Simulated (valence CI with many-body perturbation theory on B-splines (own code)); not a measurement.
# Er⁵⁵⁺ in brief

Method: relativistic CI+MBPT: three valence electrons over a frozen Dirac-Fock core [Ne], a basis of 11 s, 11 p, 10 d, 8 f, 5 g, 2 h functions for each j, with the one-electron correlation potential Σ1, the two-electron term Σ2, the three-electron term Σ3, Breit, model QED; selected CI, second order for the rest, scaled by the run's own slope (own B-spline code, finite nucleus).

The last digits are not significant, and no measured levels were compared; by estimate large intervals hold to a few tenths of a per cent, small ones and those within an open d or f shell to about a per cent.

Levels are named by their leading jj configuration (3d3/2^4 stands for four electrons in 3d with j = 3/2), which in mixed levels can hold well under half, so a name can repeat and another be missing.

Rates and lifetimes use the calculated energies. Strong lines usually hold to 10 to 20 %, long lifetimes can be off by a factor of two.

(1) What is the ground level?

(2) How well does LS coupling describe the low levels?

(3) Name the longest-lived excited levels whose lifetime is computed, and their main decay.

(4) Where does the other parity begin?

(5) Among levels below 195.85 Ry, which E1 lines absorb most strongly from the ground level?

(6) What is the ionisation energy?

## Answers

(1) (3s^2 3p1/2) J=1/2, composition 100 % 3s2 3p 2P°, g = 0.650.

(2) Among the lowest 20 levels the leading LS term, summed over configurations, holds 64 % on average. For single configurations the figures are 62 % in LS and 93 % in jj coupling. Terms mix most in the J = 3/2 level at 43.85 Ry, where the leading one holds 36 %.

(3) (3s 3p3/2 3d5/2) J=9/2 at 62.43 Ry lives 16.0 ns, mostly by M1 to (3s 3p1/2 3d5/2) J=7/2; (3s^2 3p3/2) J=3/2 at 17.89 Ry lives 8.37 ns, mostly by M1 to (3s^2 3p1/2) J=1/2.

(4) At (3s 3p1/2^2) J=1/2, 10.74 Ry.

(5) to (3s^2 3d3/2) J=3/2 at 2.739 nm, f = 0.419; to (3s 3p1/2 4p1/2) J=3/2 at 0.4707 nm, f = 0.246; to (3s 3p1/2 3p3/2) J=1/2 at 3.042 nm, f = 0.196.

(6) 5455.8 eV; NIST lists 5455 ± 5 eV (theoretical).
